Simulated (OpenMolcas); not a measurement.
# Ionisation energies of niobium

```
Program             : OpenMolcas 26.06
Basis               : ANO-RCC-VQZP [8s7p5d3f2g1h]
Scalar Hamiltonian  : DKH2, point nucleus
Spin-orbit coupling : state interaction with AMFI integrals over the reference wave functions, term energies averaged over their components
```

Active shells in each charge state: the valence d shell, with orbitals averaged over the low states. Where CASPT2's correlated closed shells are named, they are those of the first ion.

A. CASSCF
B. SS-CASPT2, IPEA 0.25 Eh, imaginary shift 0.1 Eh (closed shells correlated: 4s 4p)
C. SS-CASPT2, IPEA 0.25 Eh, imaginary shift 0.1 Eh (closed shells correlated: none)
D. SS-CASPT2, IPEA 0.25 Eh, imaginary shift 0.1 Eh (closed shells correlated: 3d 4s 4p)
E. SS-CASPT2, IPEA 0 Eh, imaginary shift 0.1 Eh (closed shells correlated: 4s 4p)

Energies in eV between the lowest computed levels, named as in B; reference values from the NIST Atomic Spectra Database with their kind.

```csv
From,To,A,B,C,D,E,Spin-orbit share in B,Reference
Nb2+ 4d³ ⁴F_3/2,Nb3+ 4d² ³F₂,24.202,25.097,24.554,25.072,25.188,-0.036,25.040 (semi-empirical)
Nb3+ 4d² ³F₂,Nb4+ 4d ²D_3/2,36.768,37.640,36.921,37.610,37.725,+0.039,37.611 (measured)
Nb4+ 4d ²D_3/2,Nb5+ 4p⁶ ¹S₀,49.508,50.379,49.508,50.348,50.454,+0.133,50.573 (measured)
```

Error against the reference values, in %:

```tsv
From	Reference	A	B	C	D	E
Nb2+	semi-empirical	-3.3	+0.2	-1.9	+0.1	+0.6
Nb3+	measured	-2.2	+0.1	-1.8	0	+0.3
Nb4+	measured	-2.1	-0.4	-2.1	-0.4	-0.2
```

Mean absolute error over the 2 measured values: A 0.95 eV, B 0.11 eV, C 0.88 eV, D 0.11 eV, E 0.12 eV.

The lowest level within the active space need not be the ion's true ground level.
